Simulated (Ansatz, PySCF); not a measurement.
Process, species as SMILES: C[CH]N → C[N]C
Each molecule is optimised on its own at B3LYP-D3(BJ)/def2-TZVP (Ansatz, a program for electronic structure), one conformer each, not searched for the lowest.

Wanted: isomerisation energy (enthalpy at 298 K, with B3LYP-D3(BJ) rigid-rotor harmonic-oscillator terms from PySCF), in kcal/mol. Valence correlation only, unless marked. Open shells are spin-unrestricted. Spin-orbit coupling is left out. No relativistic terms. Basis-set limits of correlation are two-point, X^-3; Hartree-Fock from the larger set. [CCSD(T)-MP2]/basis is that difference in the basis named.

```csv
level,program,isomerisation energy (kcal/mol)
BLYP-D3(BJ)/def2-TZVPD,Ansatz + dftd3,9.0
BP86-D3(BJ)/def2-TZVPD,PySCF + dftd3,10.1
TPSS/def2-TZVPD,PySCF,(withheld)
B3LYP-D3(BJ)/def2-TZVPD,Ansatz + dftd3,9.0
r2SCAN0-D4/def2-TZVPD,Ansatz + dftd4,9.0
r2SCAN0/def2-TZVPD,Ansatz,9.0
CAM-B3LYP-D4/def2-TZVPD,Ansatz + dftd4,(withheld)
PBE-QIDH/def2-TZVPD,Ansatz,(withheld)
CCSD/cc-pVDZ,Ansatz,(withheld)
"RI-MP2/CBS(cc-pVTZ,cc-pVQZ)+[CCSD(T)-MP2]/cc-pVTZ",Ansatz,10.1
```

Q: Complete the blanks.

A: 
- TPSS/def2-TZVPD, isomerisation energy (kcal/mol): 6.6
- CAM-B3LYP-D4/def2-TZVPD, isomerisation energy (kcal/mol): 9.4
- PBE-QIDH/def2-TZVPD, isomerisation energy (kcal/mol): 10.2
- CCSD/cc-pVDZ, isomerisation energy (kcal/mol): 5.8
